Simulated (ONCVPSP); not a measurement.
**fluorine (F): one change to an ONCV potential, before and after**

```
Element                 : F
Generator               : ONCVPSP 4.0.1
Type                    : optimised norm-conserving Vanderbilt (ONCV)
Functional              : PBE
Relativity              : scalar-relativistic
Frozen core             : [He]
Valence charge          : 7
Reference configuration : 2s2 2p5
Partial waves           : 2s: rc 0.75 bohr, ncon 4, nbas 7, qcut 10.5 1/bohr, 2 projectors, debl 3.3 Ha; 2p: rc 1.15 bohr, ncon 4, nbas 7, qcut 12.9 1/bohr, 2 projectors, debl 0.7 Ha
Local potential         : polynomial inside 0.55 bohr (lpopt 5, dvloc0 1 Ha)
Core correction         : Teter function, fcfact 4.5, rcfact 1.65
```

Change: s: qcut 15.4; p: qcut 18.9.

Cutoffs: the cutoffs (Ha) at which the residual kinetic energy of the hardest occupied pseudo-wave falls to 1 and 0.1 mHa per electron; they do not see the model core or the augmentation charge, which bear on the density cutoff. Errors are all-electron minus pseudo energies relative to the spin-unpolarised reference configuration.

Problem. Predict the effect on cutoff, ghosts and configuration errors.

Solution. The potential gets neither clearly harder nor softer (53 Ha and 166 Ha → 70 Ha and 86 Ha); of the 4 tests that both files solve, the error grows in 0 and shrinks in 4 by more than 15 % and 0.3 meV (median size 36.4 → 11.9 meV); neither file shows a bound ghost.

| quantity | base | changed |
| --- | --- | --- |
| cutoff, loose | 53 Ha | 70 Ha |
| cutoff, tight | 166 Ha | 86 Ha |
| loose cutoff by channel | s 53 Ha, p 53 Ha | s 66 Ha, p 70 Ha |
| bound ghosts | none | none |
| GHOST(+) flags under 300 eV | none | none |
| error for 2s2 2p4, meV [ΔE 19.39 eV] | +7.0 | +1.5 |
| error for 2s2 2p3, meV [ΔE 57.77 eV] | +66 | +22 |
| error for 2s2 2p2, meV [ΔE 118.41 eV] | +271 | +102 |
| error for 2s2 2p4.5, meV [ΔE 7.54 eV] | +0.7 | -0.2 |
| s: phases at 0.76 bohr within 0.05 rad from the reference energy up to (Ha; the scan ends near 5) | to the end of the scan | to the end of the scan |
| p: phases at 1.16 bohr within 0.05 rad from the reference energy up to (Ha; the scan ends near 5) | to the end of the scan | to the end of the scan |
| rms error of d²Exc/dni dnj with the model core, mHa | 1.08 | 0.83 |
